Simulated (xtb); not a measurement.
ClSr, charge +1, singlet, from a rough starting geometry (GFN-xTB shapes and energies of metal compounds can be far from the true ones); GFN2-xTB (xtb).

Input for xtb:
```
$ xtb mol.xyz --gfn 2 --chrg 1 --opt vtight --json

# file mol.xyz
2

Sr    -0.70777546    -0.69290323    -0.62789982
Cl     0.72445250     0.73583026     0.70166520
```

The log (banner, timings and long lists left out):

```
   ID    Z sym.   atoms
    1   38 Sr     1
    2   17 Cl     2

           -------------------------------------------------
          |                Calculation Setup                |
           -------------------------------------------------

           -------------------------------------------------
          |                 G F N 2 - x T B                 |
           -------------------------------------------------

          ...................................................
          :                      SETUP                      :
          :.................................................:
          :  # basis functions                  20          :
          :  # atomic orbitals                  18          :
          :  # shells                            6          :
          :  # electrons                         8          :
          :  max. iterations                   250          :
          :  Hamiltonian                  GFN2-xTB          :
          :  restarted?                      false          :
          :  GBSA solvation                  false          :
          :  PC potential                    false          :
          :  electronic temp.          300.0000000     K    :
          :  accuracy                    1.0000000          :
          :  -> integral cutoff          0.2500000E+02      :
          :  -> integral neglect         0.1000000E-07      :
          :  -> SCF convergence          0.1000000E-05 Eh   :
          :  -> wf. convergence          0.1000000E-03 e    :
          :  Broyden damping             0.4000000          :
          :  net charge                          1          :
          :  unpaired electrons                  0          :
          ...................................................

 iter      E             dE          RMSdq      gap      omega  full diag
   1      5.1890578  0.518906E+01  0.132E+02    4.65       0.0  T
   2     -3.8729010 -0.906196E+01  0.463E+01   18.65       1.0  T
   3     -3.9947698 -0.121869E+00  0.403E+01   13.95       1.0  T
   4     -4.3640262 -0.369256E+00  0.388E+01    3.16       1.0  T
   5     -4.0425521  0.321474E+00  0.316E+01   11.28       1.0  T
   6     -1.4391376  0.260341E+01  0.722E+01    1.34       1.0  T
   7     -0.9057971  0.533340E+00  0.783E+01    1.45       1.0  T
   8      5.0569757  0.596277E+01  0.169E+02    4.26       1.0  T
   9      4.9949680 -0.620077E-01  0.168E+02    4.18       1.0  T
  10     -4.0064941 -0.900146E+01  0.364E+01   13.79       1.0  T
  11     -4.0779712 -0.714772E-01  0.285E+01    9.35       1.0  T
  12     -4.3279049 -0.249934E+00  0.141E+01    0.84       1.0  T
  13     -3.9973918  0.330513E+00  0.183E+01    0.74       1.0  T
  14     -3.6084603  0.388932E+00  0.187E+01    0.82       1.0  T
  15     -4.5867038 -0.978243E+00  0.175E+01    1.19       1.0  T
  16     -4.3931959  0.193508E+00  0.155E+01    0.89       1.0  T
  17     -4.3835027  0.969321E-02  0.158E+01    0.88       1.0  T
  18     -4.3960202 -0.125175E-01  0.106E+01    0.97       1.0  T
  19     -4.5797522 -0.183732E+00  0.453E+00    1.30       1.0  T
  20     -4.4900957  0.896565E-01  0.869E+00    1.17       1.0  T
  21     -4.6227160 -0.132620E+00  0.409E+00    1.60       1.0  T
  22     -4.6229463 -0.230322E-03  0.401E+00    1.61       1.0  T
  23     -4.6016315  0.213148E-01  0.802E+00    1.45       1.0  T
  24     -4.6210024 -0.193709E-01  0.840E+00    1.63       1.0  T
  25     -4.6222124 -0.121001E-02  0.616E+00    1.71       1.0  T
  26     -4.6214932  0.719239E-03  0.586E+00    1.73       1.0  T
  27     -4.6225242 -0.103107E-02  0.661E+00    1.69       1.0  T
  28     -4.6224064  0.117794E-03  0.716E+00    1.69       1.0  T
  29     -4.6224645 -0.580872E-04  0.515E+00    1.69       1.0  T
  30     -4.5820788  0.403857E-01  0.443E+00    2.07       1.0  T
  31     -4.5342815  0.477973E-01  0.618E+00    2.33       1.0  T
  32     -4.5963509 -0.620694E-01  0.423E+00    1.89       1.0  T
  33     -4.6236183 -0.272675E-01  0.119E+00    1.58       1.0  T
  34     -4.6235005  0.117829E-03  0.752E-01    1.56       1.0  T
  35     -4.6227065  0.794058E-03  0.126E+00    1.64       1.0  T
  36     -4.6233517 -0.645251E-03  0.983E-01    1.61       1.0  T
  37     -4.6237085 -0.356804E-03  0.491E-01    1.57       1.0  T
  38     -4.6236834  0.251209E-04  0.185E-01    1.58       1.0  T
  39     -4.6236811  0.226030E-05  0.108E-01    1.58       1.0  T
  40     -4.6237074 -0.262223E-04  0.594E-02    1.57       1.2  T
  41     -4.6237133 -0.591191E-05  0.295E-02    1.57       2.4  T
  42     -4.6237136 -0.321486E-06  0.103E-02    1.57       6.9  T
  43     -4.6237136 -0.984262E-08  0.190E-03    1.57      37.2  T
  44     -4.6237136  0.124502E-08  0.771E-04    1.57      91.7  T
  45     -4.6237136 -0.140690E-08  0.191E-04    1.57     370.3  T

   *** convergence criteria satisfied after 45 iterations ***

         :::::::::::::::::::::::::::::::::::::::::::::::::::::
         ::                     SUMMARY                     ::
         :::::::::::::::::::::::::::::::::::::::::::::::::::::
         :: total energy              -4.619155699837 Eh    ::
         :: gradient norm              0.012528498705 Eh/a0 ::
         :: HOMO-LUMO gap              1.571130642843 eV    ::
         ::.................................................::
         :: SCC energy                -4.623713596505 Eh    ::
         :: -> isotropic ES            0.159976133959 Eh    ::
         :: -> anisotropic ES         -0.002885192270 Eh    ::
         :: -> anisotropic XC         -0.000784048249 Eh    ::
         :: -> dispersion             -0.001028493478 Eh    ::
         :: repulsion energy           0.004557896669 Eh    ::
         :: add. restraining           0.000000000000 Eh    ::
         :: total charge               1.000000000000 e     ::
         :::::::::::::::::::::::::::::::::::::::::::::::::::::

      -----------------------------------------------------------
[...]
 * total energy  :    -4.6191557 Eh     change       -0.4174439E-11 Eh
 * total energy  :    -4.6190809 Eh     change        0.7479688E-04 Eh
 * total energy  :    -4.6196518 Eh     change       -0.5708804E-03 Eh
 * total energy  :    -4.6196576 Eh     change       -0.5780080E-05 Eh
 * total energy  :    -4.6196667 Eh     change       -0.9147082E-05 Eh
 * total energy  :    -4.6196667 Eh     change       -0.6318321E-08 Eh
   *** GEOMETRY OPTIMIZATION CONVERGED AFTER 6 ITERATIONS ***
[...]
          :  # basis functions                  20          :
          :  # atomic orbitals                  18          :
          :  # shells                            6          :
          :  # electrons                         8          :
          :  max. iterations                   250          :
          :  Hamiltonian                  GFN2-xTB          :
          :  restarted?                      false          :
          :  GBSA solvation                  false          :
          :  PC potential                    false          :
          :  electronic temp.          300.0000000     K    :
          :  accuracy                    1.0000000          :
          :  -> integral cutoff          0.2500000E+02      :
          :  -> integral neglect         0.1000000E-07      :
          :  -> SCF convergence          0.1000000E-05 Eh   :
          :  -> wf. convergence          0.1000000E-03 e    :
          :  Broyden damping             0.4000000          :
          :  net charge                          1          :
          :  unpaired electrons                  0          :
          ...................................................

 iter      E             dE          RMSdq      gap      omega  full diag
   1     -4.6226094 -0.462261E+01  0.766E-06    1.53       0.0  T
   2     -4.6226094  0.888178E-14  0.766E-06    1.53    9227.5  T
   3     -4.6226094  0.888178E-15  0.635E-06    1.53   11132.0  T

   *** convergence criteria satisfied after 3 iterations ***

         :::::::::::::::::::::::::::::::::::::::::::::::::::::
         ::                     SUMMARY                     ::
         :::::::::::::::::::::::::::::::::::::::::::::::::::::
         :: total energy              -4.619666716874 Eh    ::
         :: gradient norm              0.000001061263 Eh/a0 ::
         :: HOMO-LUMO gap              1.526889966035 eV    ::
         ::.................................................::
         :: SCC energy                -4.622609397842 Eh    ::
         :: -> isotropic ES            0.158352705984 Eh    ::
         :: -> anisotropic ES         -0.003098603582 Eh    ::
         :: -> anisotropic XC         -0.001106887257 Eh    ::
         :: -> dispersion             -0.001027809546 Eh    ::
         :: repulsion energy           0.002942680968 Eh    ::
         :: add. restraining           0.000000000000 Eh    ::
         :: total charge               1.000000000000 e     ::
         :::::::::::::::::::::::::::::::::::::::::::::::::::::

           -------------------------------------------------
          |                Property Printout                |
           -------------------------------------------------

    * Orbital Energies and Occupations

         #    Occupation            Energy/Eh            Energy/eV
      -------------------------------------------------------------
         1        2.0000           -1.2650353             -34.4234
         2        2.0000           -0.7033666             -19.1396
         3        2.0000           -0.6724238             -18.2976
         4        2.0000           -0.6724238             -18.2976 (HOMO)
         5                         -0.6163117             -16.7707 (LUMO)
         6                         -0.4669020             -12.7050
         7                         -0.4669020             -12.7050
         8                         -0.3387166              -9.2169
         9                         -0.2175962              -5.9211
        10                         -0.2175962              -5.9211
        11                         -0.2163820              -5.8881
        12                         -0.2122217              -5.7748
        13                         -0.2122217              -5.7748
        14                         -0.2056661              -5.5965
        15                         -0.2056661              -5.5965
       ...                                ...                  ...
        18                          0.1381305               3.7587
      -------------------------------------------------------------
                  HL-Gap            0.0561122 Eh            1.5269 eV
             Fermi-level           -0.6440526 Eh          -17.5256 eV

     #   Z          covCN         q      C6AA      α(0)
     1  38 Sr       0.690     0.757  2037.114   185.099
     2  17 Cl       0.690     0.243    91.820    14.655

 Mol. C6AA /au·bohr⁶  :       2753.338569
 Mol. C8AA /au·bohr⁸  :     524228.421501
 Mol. α(0) /au        :        199.754000

Wiberg/Mayer (AO) data.
largest (>0.10) Wiberg bond orders for each atom

 ---------------------------------------------------------------------------
     #   Z sym  total        # sym  WBO       # sym  WBO       # sym  WBO
 ---------------------------------------------------------------------------
     1  38 Sr   1.729 --     2 Cl   1.729
     2  17 Cl   1.729 --     1 Sr   1.729
 ---------------------------------------------------------------------------

Topologies differ in total number of bonds
Writing topology from bond orders to xtbtopo.mol

molecular dipole:
                 x           y           z       tot (Debye)
 q only:       -0.698      -0.671      -0.593
   full:       -1.071      -1.044      -0.939       4.489
molecular quadrupole (traceless):
                xx          xy          yy          xz          yz          zz
 q only:        0.188       2.828       0.123       2.599       2.570      -0.310
  q+dip:        0.328       5.151       0.224       4.742       4.696      -0.551
   full:        0.279       4.141       0.180       3.802       3.758      -0.460

optimized geometry written to: xtbopt.xyz

           -------------------------------------------------
          | TOTAL ENERGY               -4.619666716874 Eh   |
          | GRADIENT NORM               0.000001061263 Eh/α |
          | HOMO-LUMO GAP               1.526889966035 eV   |
           -------------------------------------------------
```
